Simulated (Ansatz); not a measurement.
The cluster Al₂Ga (the lowest doublet isomer of a short search), 3 atoms. Hardware: 2 threads of Intel Xeon 6975P-C on a shared host.

The 6-31G sets use Cartesian d functions. Correlated methods freeze 19 core orbitals; core or outer-core shells of Ga are correlated, in sets that lack core-valence functions.

Problem. How many basis functions does each of these Ansatz runs have, and roughly what does it cost? PBE-D4/def2-TZVP, charge 0 doublet, energy, from earlier orbitals; PBE with 15 % exact exchange/def2-TZVP, charge 0 quartet, energy, from earlier orbitals; PBE with 5 % exact exchange/def2-TZVP, charge 0 quartet, energy, from earlier orbitals; HF/STO-3G, charge 0 quartet, energy; RPA@PBE/def2-TZVP, charge 0 quartet, energy, from earlier orbitals; HF/6-31G, charge 0 doublet, energy; HSE06-D4/def2-TZVP, charge 0 doublet, energy, from earlier orbitals; CCSD(T)/def2-TZVPP, charge 0 quartet, energy, from earlier orbitals; LDA (SPW92)/def2-TZVP, charge 0 doublet, energy, from earlier orbitals; PBE-D4/def2-TZVPD, charge -1 singlet at the geometry of the charge 0 doublet, energy, from earlier orbitals; r2SCAN-D4/def2-TZVP, charge 0 doublet, energy, from earlier orbitals; r2SCAN-D4/def2-TZVP, charge 0 quartet, energy, from earlier orbitals.

Solution. Other jobs shared the machine, so times can vary by a factor of up to 3. A dash marks memory too small to be measured apart from the calling script's.

```json
{"run": "HF/STO-3G, charge 0 quartet, energy", "functions": "36", "fitting or Cholesky vectors": "359", "wall time": "1.1 s", "peak host memory (GiB)": "–"}
{"run": "LDA (SPW92)/def2-TZVP, charge 0 doublet, energy, from earlier orbitals", "functions": "122", "fitting or Cholesky vectors": "886", "wall time": "1.5 s", "peak host memory (GiB)": "–"}
{"run": "PBE-D4/def2-TZVPD, charge -1 singlet at the geometry of the charge 0 doublet, energy, from earlier orbitals", "functions": "140", "fitting or Cholesky vectors": "904", "wall time": "1.8 s", "peak host memory (GiB)": "–"}
{"run": "RPA@PBE/def2-TZVP, charge 0 quartet, energy, from earlier orbitals", "functions": "122", "fitting or Cholesky vectors": "791", "wall time": "3.5 s", "peak host memory (GiB)": "–"}
{"run": "HF/6-31G, charge 0 doublet, energy", "functions": "55", "fitting or Cholesky vectors": "526", "wall time": "3.6 s", "peak host memory (GiB)": "–"}
{"run": "PBE with 5 % exact exchange/def2-TZVP, charge 0 quartet, energy, from earlier orbitals", "functions": "122", "fitting or Cholesky vectors": "886", "wall time": "3.6 s", "peak host memory (GiB)": "–"}
{"run": "PBE-D4/def2-TZVP, charge 0 doublet, energy, from earlier orbitals", "functions": "122", "fitting or Cholesky vectors": "886", "wall time": "3.6 s", "peak host memory (GiB)": "–"}
{"run": "PBE with 15 % exact exchange/def2-TZVP, charge 0 quartet, energy, from earlier orbitals", "functions": "122", "fitting or Cholesky vectors": "921", "wall time": "3.8 s", "peak host memory (GiB)": "–"}
{"run": "r2SCAN-D4/def2-TZVP, charge 0 quartet, energy, from earlier orbitals", "functions": "122", "fitting or Cholesky vectors": "886", "wall time": "6.5 s", "peak host memory (GiB)": "–"}
{"run": "HSE06-D4/def2-TZVP, charge 0 doublet, energy, from earlier orbitals", "functions": "122", "fitting or Cholesky vectors": "971", "wall time": "9.5 s", "peak host memory (GiB)": "–"}
{"run": "CCSD(T)/def2-TZVPP, charge 0 quartet, energy, from earlier orbitals", "functions": "132", "fitting or Cholesky vectors": "852", "wall time": "22 s", "peak host memory (GiB)": "0.88"}
{"run": "r2SCAN-D4/def2-TZVP, charge 0 doublet, energy, from earlier orbitals", "functions": "122", "fitting or Cholesky vectors": "886", "wall time": "37 s", "peak host memory (GiB)": "–"}
```
